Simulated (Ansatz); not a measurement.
Calculated with Ansatz (gas phase, PBE0-D4/def2-TZVP geometries, no zero-point term in ΔE). CBS: MP2 limit from def2 TZ/QZ plus the TZ coupled-cluster correction, frozen cores. This one scheme is used for every species. Functionals use def2-TZVPP. Elements past krypton have def2 core potentials. For I outer-core shells are correlated without core-valence functions, which leaves a few kJ/mol of doubt a bond. One conformer a species, not always the lowest.

Consider the formal exchange of groups at the Si–Cl bond: `Cl[SiH2]I` + CH₃NH₂ → `N[SiH2]I` + `CCl`.

```tsv
level	ΔE (eV)
r2SCAN-D4	0.17
r2SCAN	0.17
```

(1) What does CCSD(T)/CBS give? (An estimate is asked.)

Largest T1 diagnostic among the species: 0.009.

Results:

(1) Ansatz gave: +0.18 eV. The listed levels differ from it by -0.01, -0.01 eV.

Leaving LDA and LC-ωPBE aside and taking each functional with its dispersion term where it has one, the values, not all of them listed here, spread over 0.07 eV, from BLYP-D4 to B97M-V. At CCSD(T), def2-SVP lies +0.14 eV from the extrapolated value and def2-TZVPP −0.00 eV.
